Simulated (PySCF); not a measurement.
Telling isomers of C6H8Cl2O2 apart by NMR

[PySCF: GIAO PBE0/pcSseg-1 shieldings; GFN2-xTB structure; non-relativistic Hamiltonian; equivalent nuclei averaged; one conformer; no solvent model]

Referencing at the same level of theory: TMS for 1H, 13C. Where no couplings were computed, multiplicities follow the n + 1 count of equivalent neighbours, and m marks all less simple cases (inequivalent or close neighbours, rings, F or P nearby). Shifts are as computed. Against solution values, carbons near 30 ppm lie about +3 ppm off and those near 130 ppm about +5 ppm; carbons on Cl a further +6 ppm. Of 1211 compounds with measured shifts, 218 miss one by over three times the rms of a fit or turn the order of signals round; such compounds aren't used in these exercises. Carbons bonded to Cl come out too deshielded.

(1) Tabulate the signals of `CC(=O)O/C=C(/C)C(Cl)Cl`, `C/C(=C\COC=O)C(Cl)Cl` and their relative energies.

(2) What is the quickest way to tell CC(=O)O/C=C(/C)C(Cl)Cl from C/C(=C\COC=O)C(Cl)Cl?

Answers

(1) 
```tsv
SMILES	carbon types	δC	δH	E rel. (kcal/mol)
CC(=O)O/C=C(/C)C(Cl)Cl	2×C 2×CH 2×CH3	171.7, 136.6, 126.3, 82.0, 22.8, 13.7	7.54 (s, 1H), 7.12 (s, 1H), 2.22 (s, 3H), 2.12 (s, 3H)	0.0
C/C(=C\COC=O)C(Cl)Cl	1×C 3×CH 1×CH2 1×CH3	165.0, 144.2, 132.1, 90.9, 64.8, 14.5	8.12 (s, 1H), 6.30 (s, 1H), 6.08 (t, 1H), 4.97 (d, 2H), 2.00 (s, 3H)	10.6
```

Energies are electronic energies at PBE0/pcSseg-1 on these geometries, without zero-point or thermal terms, each for the one conformer computed, which needn't be the lowest.

(2) Both give the same number of carbon signals, but DEPT or the intensities differ. The first has an ester carbonyl carbon (C) at 171.7 ppm, the second an allylic sp3 CH2 bonded to O at 64.8 ppm. Their most deshielded carbons lie at 171.7 and 165.0 ppm. In the proton spectra the most deshielded non-exchanging signals are 7.54 (s, 1H) and 8.12 (s, 1H).
